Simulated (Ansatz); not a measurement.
**Molecular dynamics of CH6BFN2OSi**

input.yaml

```yaml
crystal:
  periodic: [false, false, false]
  atoms:
    - { symbol: F, position_ang: [-2.545538, -0.77707, 0.03454] }
    - { symbol: Si, position_ang: [-1.013356, -1.146395, 0.504379] }
    - { symbol: "N", position_ang: [-0.317658, 0.187748, 1.420676] }
    - { symbol: B, position_ang: [0.711708, 1.001409, 0.864917] }
    - { symbol: "N", position_ang: [1.005449, 0.88108, -0.522026] }
    - { symbol: C, position_ang: [0.283949, -0.049546, -1.46572] }
    - { symbol: O, position_ang: [0.00226, -1.370866, -0.887023] }
    - { symbol: H, position_ang: [-1.004541, -2.406078, 1.248292] }
    - { symbol: H, position_ang: [-0.525752, 0.277966, 2.440278] }
    - { symbol: H, position_ang: [1.329685, 1.759516, 1.520866] }
    - { symbol: H, position_ang: [1.820358, 1.374181, -0.95437] }
    - { symbol: H, position_ang: [-0.662803, 0.452098, -1.830111] }
    - { symbol: H, position_ang: [0.93654, -0.218843, -2.359998] }
magnetization:
  spin_polarized: true
basis:
  gaussian: { orbitals: STO-3G }
hamiltonian:
  xc: pbe
md:
  timestep: 0.25
  n_steps: 206
  ensemble: nvt_nose_hoover
  temperature: 3000.0
  initial_velocities: maxwell_boltzmann
  seed: 130570
```

Run as:

```bash
$ ansatz run input.yaml --threads 1 --pin off --max-ram 2048MiB --backend cpu --events-out ev --progress --plain --runs-dir out
```

It starts from a relaxed structure.

Output, in part (one step line in 7, the closing report, with atoms numbered from 0):

```
md step     0: t =     0.00 fs  T =  3000.0 K  F+E_penalty+E_count = -17201.68271003 eV  E_kin = 4.265580 eV  conserved = -17197.41713007 eV  (27 SCF iters)
md step     7: t =     1.75 fs  T =  2381.9 K  F+E_penalty+E_count = -17200.80085926 eV  E_kin = 3.386691 eV  conserved = -17197.41421269 eV  (29 SCF iters)
md step    14: t =     3.50 fs  T =  1618.9 K  F+E_penalty+E_count = -17199.71408459 eV  E_kin = 2.301780 eV  conserved = -17197.41271948 eV  (29 SCF iters)
md step    21: t =     5.25 fs  T =  1460.6 K  F+E_penalty+E_count = -17199.48990513 eV  E_kin = 2.076835 eV  conserved = -17197.41435832 eV  (30 SCF iters)
md step    28: t =     7.00 fs  T =  1240.6 K  F+E_penalty+E_count = -17199.17623007 eV  E_kin = 1.763989 eV  conserved = -17197.41495296 eV  (30 SCF iters)
md step    35: t =     8.75 fs  T =   951.6 K  F+E_penalty+E_count = -17198.76075417 eV  E_kin = 1.353056 eV  conserved = -17197.41201436 eV  (30 SCF iters)
md step    42: t =    10.50 fs  T =  1442.8 K  F+E_penalty+E_count = -17199.46087188 eV  E_kin = 2.051457 eV  conserved = -17197.41627253 eV  (31 SCF iters)
md step    49: t =    12.25 fs  T =  1359.4 K  F+E_penalty+E_count = -17199.33647062 eV  E_kin = 1.932940 eV  conserved = -17197.41416387 eV  (31 SCF iters)
md step    56: t =    14.00 fs  T =  1167.2 K  F+E_penalty+E_count = -17199.05860593 eV  E_kin = 1.659593 eV  conserved = -17197.41345239 eV  (30 SCF iters)
md step    63: t =    15.75 fs  T =  1328.9 K  F+E_penalty+E_count = -17199.28399086 eV  E_kin = 1.889516 eV  conserved = -17197.41331835 eV  (31 SCF iters)
md step    70: t =    17.50 fs  T =  1799.4 K  F+E_penalty+E_count = -17199.94967573 eV  E_kin = 2.558529 eV  conserved = -17197.41642188 eV  (31 SCF iters)
md step    77: t =    19.25 fs  T =  1481.3 K  F+E_penalty+E_count = -17199.48650416 eV  E_kin = 2.106184 eV  conserved = -17197.41333153 eV  (31 SCF iters)
md step    84: t =    21.00 fs  T =  1628.7 K  F+E_penalty+E_count = -17199.69100590 eV  E_kin = 2.315832 eV  conserved = -17197.41525941 eV  (31 SCF iters)
md step    91: t =    22.75 fs  T =  1827.9 K  F+E_penalty+E_count = -17199.96494213 eV  E_kin = 2.598951 eV  conserved = -17197.41576145 eV  (31 SCF iters)
md step    98: t =    24.50 fs  T =  1272.9 K  F+E_penalty+E_count = -17199.16478989 eV  E_kin = 1.809934 eV  conserved = -17197.41361530 eV  (31 SCF iters)
md step   105: t =    26.25 fs  T =   978.3 K  F+E_penalty+E_count = -17198.73811245 eV  E_kin = 1.391061 eV  conserved = -17197.41240669 eV  (31 SCF iters)
md step   112: t =    28.00 fs  T =  1403.9 K  F+E_penalty+E_count = -17199.33786056 eV  E_kin = 1.996202 eV  conserved = -17197.41497868 eV  (30 SCF iters)
md step   119: t =    29.75 fs  T =  1438.0 K  F+E_penalty+E_count = -17199.37676846 eV  E_kin = 2.044612 eV  conserved = -17197.41652561 eV  (31 SCF iters)
md step   126: t =    31.50 fs  T =  1033.2 K  F+E_penalty+E_count = -17198.78706592 eV  E_kin = 1.469061 eV  conserved = -17197.41144206 eV  (29 SCF iters)
md step   133: t =    33.25 fs  T =  1670.5 K  F+E_penalty+E_count = -17199.68722794 eV  E_kin = 2.375185 eV  conserved = -17197.41685642 eV  (30 SCF iters)
md step   140: t =    35.00 fs  T =  1528.1 K  F+E_penalty+E_count = -17199.46738380 eV  E_kin = 2.172799 eV  conserved = -17197.41414393 eV  (31 SCF iters)
md step   147: t =    36.75 fs  T =  1208.3 K  F+E_penalty+E_count = -17198.99919263 eV  E_kin = 1.717989 eV  conserved = -17197.41326628 eV  (31 SCF iters)
md step   154: t =    38.50 fs  T =  1284.8 K  F+E_penalty+E_count = -17199.09627320 eV  E_kin = 1.826872 eV  conserved = -17197.41340174 eV  (31 SCF iters)
md step   161: t =    40.25 fs  T =  1567.5 K  F+E_penalty+E_count = -17199.48574417 eV  E_kin = 2.228785 eV  conserved = -17197.41601429 eV  (31 SCF iters)
md step   168: t =    42.00 fs  T =  1173.8 K  F+E_penalty+E_count = -17198.90782528 eV  E_kin = 1.668927 eV  conserved = -17197.41343051 eV  (31 SCF iters)
md step   175: t =    43.75 fs  T =  1062.3 K  F+E_penalty+E_count = -17198.73766475 eV  E_kin = 1.510371 eV  conserved = -17197.41381018 eV  (30 SCF iters)
md step   182: t =    45.50 fs  T =  1315.2 K  F+E_penalty+E_count = -17199.08412431 eV  E_kin = 1.870024 eV  conserved = -17197.41513194 eV  (31 SCF iters)
md step   189: t =    47.25 fs  T =  1215.9 K  F+E_penalty+E_count = -17198.92490736 eV  E_kin = 1.728799 eV  conserved = -17197.41329608 eV  (31 SCF iters)
md step   196: t =    49.00 fs  T =  1402.6 K  F+E_penalty+E_count = -17199.17317236 eV  E_kin = 1.994252 eV  conserved = -17197.41252302 eV  (31 SCF iters)
md step   203: t =    50.75 fs  T =  2163.4 K  F+E_penalty+E_count = -17200.23345094 eV  E_kin = 3.075984 eV  conserved = -17197.41522086 eV  (29 SCF iters)
md step   206: t =    51.50 fs  T =  2384.3 K  F+E_penalty+E_count = -17200.53460171 eV  E_kin = 3.390089 eV  conserved = -17197.41583331 eV  (28 SCF iters)
Total energy: -17200.53462549 eV, -632.1079885455 hartree
Atom 0 at    -2.509852    -0.918604    -0.215227 Å, force     0.382556     0.258516     1.205157 eV/Å
Atom 1 at    -1.056552    -1.093730     0.607562 Å, force    -0.736755    -0.207469    -2.465654 eV/Å
Atom 2 at    -0.255711     0.228351     1.365648 Å, force    -0.014152    -0.530955     3.614060 eV/Å
Atom 3 at     0.863744     0.928740     0.886149 Å, force     1.358093     1.486355    -2.326275 eV/Å
Atom 4 at     1.081006     0.931316    -0.530652 Å, force    -1.416945    -1.613560    -1.151876 eV/Å
Atom 5 at     0.134164     0.005492    -1.409521 Å, force    -2.393349     0.696593     4.274231 eV/Å
Atom 6 at    -0.073641    -1.360436    -0.804024 Å, force     0.759052     0.506792    -0.591320 eV/Å
Atom 7 at    -1.035375    -2.112090     1.614544 Å, force    -0.260994    -0.827866     0.224273 eV/Å
Atom 8 at    -0.048655    -0.114696     2.371853 Å, force    -0.668996     1.081527    -0.764275 eV/Å
Atom 9 at     1.596633     1.591228     1.526340 Å, force    -0.050304    -0.251618     0.388992 eV/Å
Atom 10 at     1.776646     1.443772    -1.130738 Å, force     0.087795     0.024466     0.518012 eV/Å
Atom 11 at    -0.914037     0.580169    -1.445058 Å, force     1.765019    -0.925174    -0.501236 eV/Å
Atom 12 at     0.497512    -0.253639    -2.369532 Å, force     1.188981     0.302393    -2.424088 eV/Å
Dipole moment:    -0.099714    -0.159323     0.034414 e Å
```

All steps were run. The conserved energy stayed within 0.46 meV per atom of its start (net change 0.1 meV per atom), so the integration is sound. The mean temperature of the second half is 54 % below the set value. A run of 0.051 ps of so small a system gives no equilibrium averages. Limits of this set-up: minimal basis.

The same pairs are bonded in the first frame and the last. Pairs count as bonded within 1.25 times the sum of covalent radii (0.12 Å more for H–H).

Last frame:

```xyz
13
Properties=species:S:1:pos:R:3
F -2.510 -0.919 -0.215
Si -1.057 -1.094 0.608
N -0.256 0.228 1.366
B 0.864 0.929 0.886
N 1.081 0.931 -0.531
C 0.134 0.005 -1.409
O -0.074 -1.360 -0.804
H -1.035 -2.112 1.615
H -0.049 -0.115 2.372
H 1.597 1.591 1.526
H 1.777 1.444 -1.131
H -0.914 0.580 -1.445
H 0.497 -0.254 -2.369
```

The run took 16 min on 1 thread of Arm Neoverse V2 (shared host), peak memory 0.13 GiB.
